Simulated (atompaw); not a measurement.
**Which change was made? (Sb, PAW (atompaw))**

antimony (Sb), PAW, made with atompaw 4.2.0.5 (PBE, scalar-relativistic). Core [Kr], reference 4d10 5s1.5 5p3.5. Waves: 5s (bound): rc 2.45 bohr; 5s channel at 0.25 Ry: rc 2.45 bohr; 5p (bound): rc 2.45 bohr; 5p channel at 0.85 Ry: rc 2.45 bohr; 4d (bound): rc 2.45 bohr; 4d channel at -0.9 Ry: rc 2.45 bohr. Local part: ultrasoft scheme with l = 3 at 0 Ry, radius 2.05 bohr. Core correction: smooth core density matched at 1.55 bohr. Augmentation charge: besselshape compensation charge, radius 2.30 bohr; PAW radius 2.45 bohr; waves and projectors: custom rrkj vanderbiltortho.

Cutoffs, loose and tight: the cutoffs (Ry, on a coarse ladder) from which the occupation-weighted sum of valence levels, in a spherical-Bessel basis at the reference potential, stays within 10 and 1 mRy of its value at 400 Ry. They see the waves, projectors and local potential, not the compensation charge or the core.

The base gives: outcome: generated; cutoff, loose: 18 Ry; cutoff, tight: 30 Ry; bound ghosts: none.

(1) After one change the result is: outcome: generated; cutoff, loose: 100 Ry; cutoff, tight: 180 Ry; bound ghosts: s. Which change was it?
A. core [Ar] 3d10, valence charge 23; reference 4s2 4p6 4d10 5s1.5 5p3.5; waves now 4s (bound): rc 0.95 bohr; 5s (bound): rc 1.35 bohr; 4p (bound): rc 1.15 bohr; 5p (bound): rc 1.35 bohr; 4d (bound): rc 1.35 bohr; 4d channel at 2.05 Ry: rc 1.35 bohr; local potential ultrasoft scheme with l = 3 at 0 Ry, radius 1.20 bohr; core correction smooth core density matched at 1.15 bohr; augmentation besselshape compensation charge, radius 1.20 bohr; PAW radius 1.35 bohr; waves and projectors: custom rrkj vanderbiltortho
B. local potential ultrasoft scheme with l = 3 at 0 Ry, radius 1.64 bohr
C. waves 5s (bound); 5s channel at 0.25 Ry; 5p (bound); 5p channel at 0.85 Ry; 4d (bound); 4d channel at -0.9 Ry; augmentation besselshape compensation charge, radius 2.30 bohr; PAW radius 2.45 bohr; waves and projectors: bloechl

Answers

(1) A. The others give: waves 5s (bound); 5s channel at 0.25 Ry; 5p (bound); 5p channel at 0.85 Ry; 4d (bound); 4d channel at -0.9 Ry; augmentation besselshape compensation charge, radius 2.30 bohr; PAW radius 2.45 bohr; waves and projectors: bloechl → outcome: generated; cutoff, loose: 45 Ry; cutoff, tight: 60 Ry; bound ghosts: s | local potential ultrasoft scheme with l = 3 at 0 Ry, radius 1.64 bohr → outcome: generated; cutoff, loose: 18 Ry; cutoff, tight: 30 Ry; bound ghosts: s.
